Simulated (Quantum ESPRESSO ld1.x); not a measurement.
The numbers below are computed, except where a source is named.
Q: The aim is the caesium ion Cs2+ in [Kr] 4d10 5s2 5p5. This ld1.x (Quantum ESPRESSO 7.5) run was made with `OMP_NUM_THREADS=1 ld1.x < ld1.in > ld1.out`. Can the result be used? Name any fault.

```
 &input
    zed=55.0,
    iswitch=1,
    rel=0,
    lsd=1,
    dft='PZ',
    config='[Kr] 4d10 5s2 5p5 6d-1',
    prefix='ld1',
    max_out_wfc=37,
    file_charge='ld1.rho',
 /
```

Output (excerpt):

```
     Program LD1 v.7.5 starts

     --------------------------- All-electron run ----------------------------

     atomic number is 55.00
     dft =PZ   lsd =1 sic =0 latt =0  beta=0.20 tr2=1.0E-14
     Exchange-correlation= PZ
                           (   1   1   0   0   0   0   0)
     mesh =1953 r(mesh) = 100.35027 a.u. xmin = -7.00 dx = 0.00800
     1 Ry =  13.60569312 eV

     n l     nl                  e(Ry)          e(Ha)          e(eV)
     1 0     1S 1( 1.00)     -2514.7351     -1257.3675    -34214.7138
     2 0     2S 1( 1.00)      -385.2127      -192.6064     -5241.0864
     2 1     2P 1( 3.00)      -363.2413      -181.6206     -4942.1490
     3 0     3S 1( 1.00)       -80.9478       -40.4739     -1101.3511
     3 1     3P 1( 3.00)       -71.5779       -35.7890      -973.8674
     4 0     4S 1( 1.00)       -16.1478        -8.0739      -219.7023
     4 1     4P 1( 3.00)       -12.7739        -6.3870      -173.7984
     3 2     3D 1( 5.00)       -54.0822       -27.0411      -735.8258
     4 2     4D 1( 5.00)        -6.9300        -3.4650       -94.2877
     5 0     5S 1( 1.00)        -3.0009        -1.5005       -40.8300
     5 1     5P 1( 3.00)        -2.1403        -1.0701       -29.1200
     1 0     1S 2( 1.00)     -2514.7313     -1257.3656    -34214.6619
     2 0     2S 2( 1.00)      -385.2105      -192.6053     -5241.0563
     2 1     2P 2( 3.00)      -363.2380      -181.6190     -4942.1052
     3 0     3S 2( 1.00)       -80.9443       -40.4721     -1101.3032
     3 1     3P 2( 3.00)       -71.5741       -35.7871      -973.8156
     4 0     4S 2( 1.00)       -16.1404        -8.0702      -219.6007
     4 1     4P 2( 3.00)       -12.7658        -6.3829      -173.6879
     3 2     3D 2( 5.00)       -54.0786       -27.0393      -735.7773
     4 2     4D 2( 5.00)        -6.9192        -3.4596       -94.1407
     5 0     5S 2( 1.00)        -2.9550        -1.4775       -40.2050
     5 1     5P 2( 2.00)        -2.0953        -1.0477       -28.5086

     final scf error:  6.3E-15 reached in  30 iterations

     Etot =  -15099.055625 Ry,   -7549.527813 Ha, -205433.117283 eV
     Total magnetization:    1.00 Bohr mag.

     Ekin =   15091.560690 Ry,    7545.780345 Ha,  205331.143496 eV
     Encl =  -35740.819406 Ry,  -17870.409703 Ha, -486278.620799 eV
     Eh   =    5910.433151 Ry,    2955.216576 Ha,   80415.539679 eV
     Exc  =    -360.230061 Ry,    -180.115030 Ha,   -4901.179659 eV
```

A: Yes, it can be used (harmless). The line at issue: config='[Kr] 4d10 5s2 5p5 6d-1'. A negative occupation marks a state as unused; the result equals that of the sound run.
